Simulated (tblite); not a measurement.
Species: C5H7O2S (doublet state).
Atom-mapped SMILES: `[CH3:1]/[CH:2]=[C:3](\[C:4]=[O:5])[S@@:6]([CH3:7])=[O:8]` (hydrogens: H9, H10, H11 on C1; H12 on C2; H13, H14, H15 on C7)
Bond orders are those of one Lewis drawing.

Computed with GFN2-xTB (tblite), gas phase: L-BFGS steps from a force-field or distance-geometry start until the largest atomic force falls under 0.01 eV/Å.

At the end of the run (lengths in Å): C3–C4 1.316, C3–S6 1.885, C2=C3 1.384, C4=O5 1.175, S6=O8 1.454, S6–C7 1.847, C7–H13 1.084, C3–C4–O5 173.2°, C2–C3–C4 132.7°, C3–S6–C7 94.1°, C4–C3–S6 111.9°, C1–C2–C3–C4 -1°, C2–C3–S6–C7 -104°, H13–C7–S6–C3 56°, H9–C1–C2–C3 126°.

Question: These geometries were met on the way; a selection of coordinates is given. Order them by energy above the end point, lowest first.
A. C3–C4 1.322, C3–S6 1.899, C2=C3 1.377, C4=O5 1.177, S6=O8 1.456, S6–C7 1.861, C7–H13 1.082, C3–C4–O5 162.0°, C2–C3–C4 136.2°, C3–S6–C7 96.6°, C4–C3–S6 105.3°, C1–C2–C3–C4 -13°, C2–C3–S6–C7 -121°, H13–C7–S6–C3 -7°, H9–C1–C2–C3 137°
B. C3–C4 1.317, C3–S6 2.024, C2=C3 1.376, C4=O5 1.192, S6=O8 1.457, S6–C7 1.875, C7–H13 1.104, C3–C4–O5 147.8°, C2–C3–C4 131.9°, C3–S6–C7 91.5°, C4–C3–S6 109.3°, C1–C2–C3–C4 -16°, C2–C3–S6–C7 -122°, H13–C7–S6–C3 -11°, H9–C1–C2–C3 138°
C. C3–C4 1.403, C3–S6 1.880, C2=C3 1.340, C4=O5 1.209, S6=O8 1.448, S6–C7 1.883, C7–H13 1.065, C3–C4–O5 128.7°, C2–C3–C4 123.4°, C3–S6–C7 99.9°, C4–C3–S6 119.5°, C1–C2–C3–C4 -3°, C2–C3–S6–C7 -119°, H13–C7–S6–C3 -5°, H9–C1–C2–C3 137°
D. C3–C4 1.329, C3–S6 1.934, C2=C3 1.373, C4=O5 1.176, S6=O8 1.448, S6–C7 1.827, C7–H13 1.081, C3–C4–O5 153.7°, C2–C3–C4 133.3°, C3–S6–C7 95.6°, C4–C3–S6 108.2°, C1–C2–C3–C4 -14°, C2–C3–S6–C7 -121°, H13–C7–S6–C3 -8°, H9–C1–C2–C3 137°
E. C3–C4 1.466, C3–S6 1.777, C2=C3 1.308, C4=O5 1.248, S6=O8 1.515, S6–C7 1.793, C7–H13 1.115, C3–C4–O5 122.5°, C2–C3–C4 118.4°, C3–S6–C7 106.3°, C4–C3–S6 121.7°, C1–C2–C3–C4 -1°, C2–C3–S6–C7 -119°, H13–C7–S6–C3 -2°, H9–C1–C2–C3 137°

Answer: A (0.118 eV), D (0.200 eV), B (0.412 eV), C (0.694 eV), E (1.306 eV).

```tsv
step	E above end (eV)	rms distance from the end, all atoms (Å)	largest force (eV/Å)	rms shift of all bonds from the end (Å)
11	0.118	0.489	0.287	0.006
8	0.200	0.490	0.827	0.016
6	0.412	0.495	1.710	0.039
2	0.694	0.506	1.731	0.031
0	1.306	0.513	4.494	0.062
```

Rows stand in the order of the answer.
